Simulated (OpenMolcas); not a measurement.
## Ga: effect of the basis set

```yaml
Program: OpenMolcas 26.06
Method: CASSCF
Active_space: 3 electrons in 4 orbitals (4s 4p)
State_averaging: 2S+1 = 4 odd, 1 root (0 in the spin-orbit step); 2S+1 = 2 odd, 3 roots; 2S+1 = 4 even, 3 roots; 2S+1 = 2 even, 5 roots (0 in the spin-orbit step)
Spin-orbit_coupling: RASSI with atomic mean-field integrals over the reference wave functions, term energies averaged over their components
```

A. ANO-RCC-VDZP [5s4p2d], DKH2, point nucleus; cost of the order of 10 core-seconds
B. ANO-R1 [5s4p3d1f], X2C, finite nucleus; cost of the order of 9 core-seconds
C. ANO-RCC-VTZP [6s5p3d1f], DKH2, point nucleus; cost of the order of 6 core-seconds
D. ANO-RCC-VQZP [7s6p4d2f1g], DKH2, point nucleus; cost roughly 11 core-seconds
E. ANO-R2 [6s5p4d3f1g], X2C, finite nucleus; cost about 16 core-seconds
F. ANO-R3 [7s6p5d4f2g], X2C, finite nucleus; cost roughly 13 core-seconds

Energies in cm⁻¹ above 4s² 4p ²P°_1/2, the measured ground level; measured values from NIST Handbook of Basic Atomic Spectroscopic Data.

```tsv
Level	A	B	C	D	E	F	Measured
4s² 4p ²P°_1/2	0.0	0.0	0.0	0.0	0.0	0.0	0.0
4s² 4p ²P°_3/2	780	780	803	794	769	797	826
4s 4p² ⁴P_1/2	29974	30233	30054	30039	30187	30180	
4s 4p² ⁴P_3/2	30265	30532	30344	30331	30468	30475	
4s 4p² ⁴P_5/2	30751	31030	30828	30819	30937	30966
```

Among A to F the level of the table that moves most is 4s 4p² ⁴P_5/2, by 280 cm-1 (lowest in A, highest in B).

Some high roots are left out of the spin-orbit mixing, which shifts the levels that they would mix with. Without dynamic correlation excited terms often stand tens of per cent too high (terms of higher spin than the ground term too low), and those without a measured partner can miss by more than the paired ones. Terms of s pⁿ other than that of highest spin mix with s² pⁿ⁻² d, which this space lacks; all of them can be thousands of cm-1 off, and some have no real level of that name. Levels of configurations outside the active space are missing.

° marks odd parity.
